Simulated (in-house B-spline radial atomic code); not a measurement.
The numbers below are computed, except where a source is named.
**Building a PAW p channel for Hf, r_c = 1.12 bohr**

Hf, [Xe] 4f14 5d2 6s2, non-relativistic LDA (VWN5) (a model for so heavy an element), spherical and spin-unpolarised, from an all-electron radial atomic-structure program (B-spline basis) (atomic units; all potentials screened as in the neutral atom).

Two all-electron partial waves φ1, φ2 are integrated outwards at E1 = ε(5p) = -1.246439 and E2 = E1 + 0.5 hartree; φ1 is the bound orbital and φ2 has unit norm inside r_c = 1.1239 bohr. Smooth partners are polynomials, r^2(a0 + a1 r² + a2 r⁴ + a3 r⁶), matched to φ and three derivatives at r_c, with no condition on the norm. The local potential is -33.3584 + (63.1343) r² + (-50.6975) r⁴ + (15.1113) r⁶ inside 0.9201 bohr and the all-electron one outside.

| wave | φ(r_c) | φ'(r_c) | a0 | a1 | a2 | a3 |
| --- | --- | --- | --- | --- | --- | --- |
| 1 | 0.9685973 | 0.3184836 | 0.7917405 | 0.9426575 | -1.14757 | 0.3053283 |
| 2 | 1.699997 | -0.004454226 | 1.704276 | 1.383793 | -2.020138 | 0.5541548 |

Inside r_c the overlaps are <φi φj> = [[0.29803, 0.54574], [0.54574, 1.00000]] and, for the smooth waves, [[0.29577, 0.54725], [0.54725, 1.01381]]. With χj = (Ej − T − V_local) applied to smooth wave j, the program's quadrature gives the matrix B_ij = <smooth i, χj> as [[1.19941, 2.31305], [2.31229, 4.46196]].

Check the match of the first wave, and find the augmentation charges q_ij.

At r_c the four terms are 1.00009, 1.50406, -2.31284, 0.77730, which sum to 0.9686, φ1(r_c) to rounding. q_ij is the all-electron overlap less the smooth one: [[0.00227, -0.00152], [-0.00152, -0.01381]]. The smooth first wave has a norm of 0.2958 inside r_c against 0.2980, and q11 > 0 puts back the missing charge.

B isn't symmetric. Show that D_ij = B_ij + Ej q_ij is.

Integrating by parts gives B12 − B21 = (E1 − E2) q12: 2.31305 − (2.31229) = 0.00076, and −0.5 × (-0.00152) = 0.00076. So D12 = 2.31305 + (-0.746439)(-0.00152) = 2.31418 and D21 = 2.31229 + (-1.246439)(-0.00152) = 2.31418; D11 = 1.19658, D22 = 4.47227. The projectors, p = (B⁻¹)ᵀ χ, are dual to the smooth waves; det B = 0.0033, small beside B11 B22, as the two smooth waves look alike inside r_c.

Solving (T + V_local + Σ p D p) ψ = E (1 + Σ p q p) ψ in a sphere of 9 bohr gives these levels:

| all-electron | one projector | two projectors |
| --- | --- | --- |
| -1.246440 | -1.246440 | -10.723200 |
| -0.047161 | -0.289372 | -1.246440 |
| 0.212271 | -0.035490 | -0.047161 |
| 0.627740 | 0.224044 | 0.212272 |
| 1.200550 | 0.643506 | 0.627744 |

What does the second projector gain?

With one projector the errors are 0.00 millihartree, and the level at -0.2894 is out of step with the all-electron series: an extra state, or one far too low, so the pairing ends there; skipping it, the next levels are off by +11.7, +11.8, +15.8 millihartree. With two a ghost lies below the reference level, so the set fails. The lowest eigenvalue of the overlap operator is 1 with one and 0.3678 with two projectors. The smooth orbital alone needs a cutoff of 38 hartree for 1 millihartree of kinetic energy, against 46.9 for a norm-conserving Troullier-Martins orbital of the same radius, which is no gain while the set fails.
